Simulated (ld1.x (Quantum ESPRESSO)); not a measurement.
**What one change does to a pseudopotential (lead, TM)**

```
Element                 : lead
Generator               : ld1.x (Quantum ESPRESSO) 7.5
Type                    : norm-conserving Troullier–Martins (Kleinman–Bylander form)
Functional              : PBE
Relativity              : scalar-relativistic
Frozen core             : [Xe] 4f14
Valence charge          : 14
Reference configuration : 5d10 6s1.5 6p2.5
Partial waves           : 6s (bound): rc 1.95 bohr; 6p (bound): rc 2.05 bohr; 5d (bound): rc 1.60 bohr; 5f channel at -0.05 Ry: rc 1.80 bohr
Local potential         : the f channel
Core correction         : none
```

Change: wave 5f channel at -0.05 Ry: rc 1.80 bohr becomes 5f channel at 0.92 Ry: rc 1.80 bohr.

Cutoffs: the cutoffs (Ry, on a coarse ladder) from which the occupation-weighted sum of valence levels, in a spherical-Bessel basis at the reference potential, stays within 10 and 1 mRy of its value at 400 Ry; they do not see the model core or the augmentation charge, which bear on the density cutoff. Errors are all-electron minus pseudo energies relative to the spin-unpolarised reference configuration.

Question: What does the change do?

Answer: The potential gets neither clearly harder nor softer (55 Ry and 90 Ry → 55 Ry and 90 Ry); both files keep a bound ghost (p, s); the errors of the 7 common tests hardly move.

| quantity | base | changed |
| --- | --- | --- |
| cutoff, loose | 55 Ry | 55 Ry |
| cutoff, tight | 90 Ry | 90 Ry |
| bound ghosts | s, p | s, p |
| error for 5d10 6s2 6p2, meV [ΔE -4.32 eV] | +0.8 | +0.9 |
| error for 5d10 6s2 6p1, meV [ΔE 2.26 eV] | -2.1 | -2.0 |
| error for 5d10 6s2 6p0, meV [ΔE 15.70 eV] | -5.1 | -5.0 |
| error for 5d10 6s1 6p0, meV [ΔE 48.11 eV] | +4.4 | +4.8 |
| error for 5d9 6s2 6p3, meV [ΔE 15.00 eV] | -133 | -115 |
| error for 5d10 6s1 6p2, meV [ΔE 11.78 eV] | -7.2 | -6.8 |
| error for 5d10 6s2 6p1.5, meV [ΔE -1.83 eV] | +0.1 | +0.1 |
| s: phases at 2.25 bohr within 0.05 rad from the reference energy up to (Ry; the scan ends near 5) | 3.6 | 3.5 |
| p: phases at 2.25 bohr within 0.05 rad from the reference energy up to (Ry; the scan ends near 5) | to the end of the scan | to the end of the scan |
| d: phases at 2.25 bohr within 0.05 rad from the reference energy up to (Ry; the scan ends near 5) | 2.1 | 1.4 |
| f: phases at 2.25 bohr within 0.05 rad from the reference energy up to (Ry; the scan ends near 5) | to the end of the scan | to the end of the scan |

 A true bound ghost makes a file unfit for plane-wave use even where its test errors are small: the radial tests pick states by their node count and pass the ghost by.
